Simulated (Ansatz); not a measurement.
Input (CCSDT(Q)/def2-TZVPP; Ansatz, a quantum-chemistry and plane-wave program):

Ansatz 0.2 input:
```yaml
crystal:
  periodic: [false, false, false]
  atoms:
    - {symbol: Tl, position_ang: [-0.00000000, -0.00000000, -0.43926089]}
    - {symbol: Cl, position_ang: [0.00000000, 0.00000000, 2.09294892]}
basis:
  gaussian:
    orbitals: def2-TZVPP
magnetization: {spin_polarized: false}
correlation: {method: ccsdt_q, electrons: outside_noble_gas}
```

Output:

```
Functional definition: HF
integrals: 0.13 GiB planned
1272 factors; integrals over basis functions are off by at most 2.0e-7 eV
mean field: 0.33 GiB planned
mean field evaluation 1: about -17172.2141 eV, gradient 1.7e1 eV
mean field evaluation 2: about -17172.2339 eV, gradient 1.7e1 eV
mean field evaluation 4: about -17173.3145 eV, gradient 1.3e0 eV
mean field evaluation 8: about -17173.3316 eV, gradient 5.7e-2 eV
mean field evaluation 16: about -17173.0743 eV, gradient 1.1e1 eV
mean field -17173.33162722 eV, -631.1082967982 hartree, gradient 2.9e-6 eV, S^2 0.000000; 0 other end points of the search recorded, 0 dependent functions left out
14 core orbitals not correlated, not the lowest: weight in the atoms' cores, before any rotation towards them, 0.921 or more for the frozen orbitals, at most 0.074 for the correlated occupied ones
reference -17173.33162722 eV, -631.1082967982 hartree; 5, 5 occupied and 73, 73 virtual orbitals, 1272 factors
second order -6.26554129 eV of doubles, -0.00000000 eV of singles
coupled cluster: 1.18 GiB planned
cycle   1  -6.66696570 eV  change   -4.0e-1 eV  update   7.4e-2
cycle   2  -7.00207140 eV  change   -3.4e-1 eV  update   3.6e-2
cycle   3  -7.18474852 eV  change   -1.8e-1 eV  update   2.1e-2
cycle   4  -7.14811312 eV  change    3.7e-2 eV  update   6.3e-3
cycle   5  -7.13910864 eV  change    9.0e-3 eV  update   4.3e-3
cycle   6  -7.14152312 eV  change   -2.4e-3 eV  update   1.7e-3
cycle   7  -7.14393848 eV  change   -2.4e-3 eV  update   6.4e-4
cycle   8  -7.14371114 eV  change    2.3e-4 eV  update   2.5e-4
cycle   9  -7.14366166 eV  change    4.9e-5 eV  update   1.1e-4
cycle  10  -7.14379853 eV  change   -1.4e-4 eV  update   4.4e-5
cycle  11  -7.14367610 eV  change    1.2e-4 eV  update   2.0e-5
cycle  12  -7.14367313 eV  change    3.0e-6 eV  update   8.0e-6
cycle  13  -7.14366473 eV  change    8.4e-6 eV  update   3.7e-6
cycle  14  -7.14366601 eV  change   -1.3e-6 eV  update   1.0e-6
cycle  15  -7.14366689 eV  change   -8.9e-7 eV  update   4.4e-7
perturbative correction -0.01402009 eV, -0.0005152290 hartree
Total energy: -17180.48931421 eV, -631.3713369433 hartree
```
